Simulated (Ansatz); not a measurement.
Total energies of Br$_{2}$F$_{2}$Ge, SMILES `[F][Ge]([F])([Br])[Br]`.

```
atom   x (Å)   y (Å)   z (Å)
  F1   0.751   1.508   0.492
 Ge2  -0.026   0.053   0.045
  F3  -1.537   0.082   0.843
 Br4   1.179  -1.693   0.802
 Br5  -0.366   0.050  -2.182
```

Charge 0, multiplicity 1. Correlated methods include outer-core shells of Br, Ge, which these sets cover unevenly. Scalar relativity is left out up to krypton. Geometry: relaxed with PBE0-D4/def2-TZVP. Basis def2-TZVPP, the Gaussian-basis code of Ansatz.

RPA on PBE orbitals: Hartree–Fock energy of these orbitals -7419.25454 Eh, correlation -1.88646 Eh (frozen core).

```
             functional  energy without D4 (Eh)  D4 term (kJ/mol)
                    PBE             -7423.98813             -17.4
                 revPBE             -7424.58332             -40.7
                   BLYP             -7425.35416             -36.9
                 r2SCAN             -7425.14777              -3.7
                 B97M-V             -7423.87750                 –
                r2SCANh             -7425.12677              -4.2
HSE06 (plane-wave form)             -7424.21888             -14.3
                  BHLYP             -7425.15310             -26.9
              CAM-B3LYP             -7425.59039             -15.7
                LC-ωPBE             -7424.16742                 –
                ωB97X-V             -7424.53329                 –
                ωB97M-V             -7424.82017                 –
                 B2PLYP             -7424.02924                 –
               PBE-QIDH             -7423.25388                 –
```

Question: Give the same for LDA (SPW92), PBE0, B3LYP, r2SCAN0. (Best estimate.)

Answer: Computed: 
| functional | energy without D4 (Eh) | D4 term (kJ/mol) |
| --- | --- | --- |
| LDA (SPW92) | -7413.73609 | – |
| PBE0 | -7424.21659 | -14.9 |
| B3LYP | -7425.35648 | -28.8 |
| r2SCAN0 | -7425.09750 | -4.7 |

B3LYP takes the VWN-RPA correlation (the form of Gaussian; ORCA's B3LYP/G). HSE06 is the plane-wave form, built on full-range PBE exchange. The double hybrids freeze the cores in their second-order part.

LC-ωPBE has ω = 0.4 bohr⁻¹.
